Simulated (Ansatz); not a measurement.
**CH6Ge2: where a starting geometry ends**

The starting geometry of this gas-phase singlet was optimised with GFN2-xTB; its bonds are those of `[GeH][CH2][GeH3]`.

```yaml
atoms:
  - { symbol: C, position_ang: [-0.6573, -1.5905, -1.2857] }
  - { symbol: Ge, position_ang: [-1.7384, -1.6371, 0.4152] }
  - { symbol: Ge, position_ang: [1.2508, -1.3593, -0.8626] }
  - { symbol: H, position_ang: [-1.5376, -0.0412, 0.6544] }
  - { symbol: H, position_ang: [-0.9629, -0.7709, -1.9374] }
  - { symbol: H, position_ang: [-0.7745, -2.5224, -1.8459] }
  - { symbol: H, position_ang: [1.5516, -0.0210, -0.2717] }
  - { symbol: H, position_ang: [1.7343, -2.3858, 0.1196] }
  - { symbol: H, position_ang: [2.1006, -1.5207, -2.0915] }
```

Problem. Where would you expect an optimisation with PBE0-D3(BJ)/def2-SVP to take it?

Solution. A new bond forms, giving a structure with H8 bridging Ge3 and Ge2, given below by its coordinates. Distances that change by over a tenth: Ge2–H8 (3.56 → 1.96 Å), Ge3–H8 (1.50 → 1.66 Å). Contacts that close: Ge2–Ge3 (3.26 → 2.70 Å).

The energy falls by 0.21 eV over 23 steps:

| step | E − E(last) (eV) |
| --- | --- |
| 1 | 0.213 |
| 3 | 0.133 |
| 6 | 0.130 |
| 8 | 0.127 |
| 11 | 0.106 |
| 13 | 0.079 |
| 16 | 0.007 |
| 18 | 0.000 |
| 21 | 0.000 |
| 23 | 0.000 |

Final geometry (Å):

```yaml
atoms:
  - { symbol: C, position_ang: [-0.7129, -1.4393, -1.5325] }
  - { symbol: Ge, position_ang: [-1.0486, -2.0376, 0.4009] }
  - { symbol: Ge, position_ang: [1.1175, -1.2255, -0.9876] }
  - { symbol: H, position_ang: [-1.0185, -0.5277, 0.9257] }
  - { symbol: H, position_ang: [-1.1965, -0.5007, -1.8273] }
  - { symbol: H, position_ang: [-0.8649, -2.2310, -2.2760] }
  - { symbol: H, position_ang: [1.6315, 0.1933, -0.7407] }
  - { symbol: H, position_ang: [0.8985, -1.8994, 0.5116] }
  - { symbol: H, position_ang: [2.1604, -2.1809, -1.5798] }
```

No frequencies were run, so the end isn't proven a minimum. Run with Ansatz 0.2.0, 44 s on 2 threads of Intel(R) Xeon(R) Platinum 8488C (Sapphire Rapids), on a shared host.
